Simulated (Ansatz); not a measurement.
Basis sets compared for SeS3⁻. Charge -1, multiplicity 2. Geometry r2SCAN-D4/def2-SVPD. Ansatz on 2 threads of Intel Xeon 6975P-C on a shared host; times are rough, and most runs start from earlier orbitals.

```
atom   x (Å)   y (Å)   z (Å)
  S1   1.134  -0.525   2.378
  S2   0.200   0.808  -0.824
  S3  -1.093   0.527  -2.331
 Se4  -0.241  -0.811   0.777
```

The structure comes from a short search, and lower isomers may exist.

```csv
level,functions,energy (Eh),HOMO (eV),LUMO (eV),wall time
PBE-D4/def2-SVPD,122,-3594.7298,-0.34,0.12,1.7 s
PBE0-D4/def2-SVPD,122,-3594.8783,-1.35,0.51,3 s
```

Task: Estimate the rows for PBE-D4/def2-TZVPD, PBE0-D4/def2-TZVPD.

Result: 
```tsv
level	functions	energy (Eh)	HOMO (eV)	LUMO (eV)	wall time
PBE-D4/def2-TZVPD	195	-3595.4292	-0.30	0.18	3 s
PBE0-D4/def2-TZVPD	195	-3595.5760	-1.28	0.60	7.5 s
```
